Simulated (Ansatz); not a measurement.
Wavefunction ladder for C2H8MgOSi, SMILES `C[CH2][Mg][O][SiH3]`

```xyz
13

C     0.967    2.325   -1.259
C     0.811    1.843    0.184
Mg   -0.008   -0.059    0.444
O    -0.716   -1.700    0.665
Si   -1.352   -3.169    0.828
H     1.403    3.330   -1.316
H     0.009    2.369   -1.785
H     1.617    1.668   -1.845
H     1.786    1.856    0.688
H     0.191    2.551    0.748
H    -1.484   -3.556    2.265
H    -0.509   -4.210    0.165
H    -2.714   -3.250    0.220
```

Charge 0, multiplicity 1. Correlated methods include outer-core shells of Mg, which these sets cover unevenly. All single points use the PBE0-D4/def2-TZVP geometry. It is one conformer, not always the lowest. Frozen core, restricted reference, Ansatz. CBS rows extrapolate triple and quadruple zeta; past MP2 they add the triple-zeta difference. For Mg the program correlates outer-core shells too, which these sets cover unevenly, so the extrapolated numbers aren't a true limit.

```
     basis     HF (Eh)  MP2 corr.  CCSD corr.       (T)  CCSD(T) total
  def2-SVP  -643.59561   -0.61695    -0.67198  -0.01694     -644.28453
def2-TZVPP           ?   -0.92382    -0.97551         ?              ?
def2-QZVPP  -643.98000   -1.01677           –         –              –
 CBS(def2)           ?   -1.08562           ?     as TZ              ?
```

Problem. Fill in the withheld values. (Best estimate.)

Solution. Ansatz gave: def2-TZVPP HF (Eh): -643.95344; def2-TZVPP (T): -0.03037; def2-TZVPP CCSD(T) total: -644.95932; CBS(def2) HF (Eh): -643.98366; CBS(def2) CCSD corr.: -1.13731; CBS(def2) CCSD(T) total: -645.15134.
